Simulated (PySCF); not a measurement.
Mapped SMILES: `[cH:1]1[cH:2][cH:3][c:4]2[nH:5][n:6][cH:7][c:8]2[cH:9]1`. Each H is labelled by its parent atom.

Calculated, not measured (PySCF 2.14): σ from GIAO-B97-2/pcSseg-2, coordinates at the PBE0-D3(BJ)/def2-TZVP level. A single conformation, gas phase, non-relativistic Hamiltonian.

Scale: 13C (185.38 ppm), 1H (31.64 ppm) vs TMS; NH3 for 15N (261.75 ppm) (reference shieldings calculated alike).

```json
{"atoms": "N5", "nucleus": "15N", "count": "1", "δ (ppm)": "195.1"}
{"atoms": "C1", "nucleus": "13C", "count": "1", "δ (ppm)": "126.7"}
{"atoms": "C7", "nucleus": "13C", "count": "1", "δ (ppm)": "140.1"}
{"atoms": "C4", "nucleus": "13C", "count": "1", "δ (ppm)": "145.8"}
{"atoms": "H(C9)", "nucleus": "1H", "count": "1", "δ (ppm)": "?"}
{"atoms": "H(C2)", "nucleus": "1H", "count": "1", "δ (ppm)": "7.63"}
{"atoms": "H(C1)", "nucleus": "1H", "count": "1", "δ (ppm)": "7.45"}
{"atoms": "C8", "nucleus": "13C", "count": "1", "δ (ppm)": "130.9"}
{"atoms": "H(C7)", "nucleus": "1H", "count": "1", "δ (ppm)": "8.17"}
{"atoms": "C2", "nucleus": "13C", "count": "1", "δ (ppm)": "132.6"}
{"atoms": "C3", "nucleus": "13C", "count": "1", "δ (ppm)": "?"}
{"atoms": "C9", "nucleus": "13C", "count": "1", "δ (ppm)": "?"}
{"atoms": "H(C3)", "nucleus": "1H", "count": "1", "δ (ppm)": "?"}
{"atoms": "N6", "nucleus": "15N", "count": "1", "δ (ppm)": "345.4"}
{"atoms": "H(N5)", "nucleus": "1H", "count": "1", "δ (ppm)": "?"}
```

Task: Fill in the missing shifts.

Result: 
- C9: 127.5 ppm, aromatic CH; the aromatic region
- C3: 113.6 ppm, aromatic CH
- H(N5): 9.58 ppm, hydrogen on a pyrrole-type ring nitrogen; exchangeable, gas-phase position
- H(C9): 8.02 ppm, hydrogen on an aromatic CH; aromatic region
- H(C3): 7.59 ppm, hydrogen on an aromatic CH; ring-current deshielding

Exchangeable OH/NH protons stand at their gas-phase positions; hydrogen bonding in a real sample shifts them, mostly to higher δ. Shifts are as computed. Against solution values, carbons near 30 ppm lie about +3 ppm off and those near 130 ppm about +7 ppm. Of 1211 compounds with measured shifts, 218 miss one by over three times the rms of a fit or turn the order of signals round; such compounds aren't used in these exercises. Experimental scales use liquid or dissolved standards, which lie at an offset from isolated NH3 (liquid NH3: subtract about 20 ppm). Unscaled 15N shifts of sp2 nitrogen come out 20 to 40 ppm too high even then.
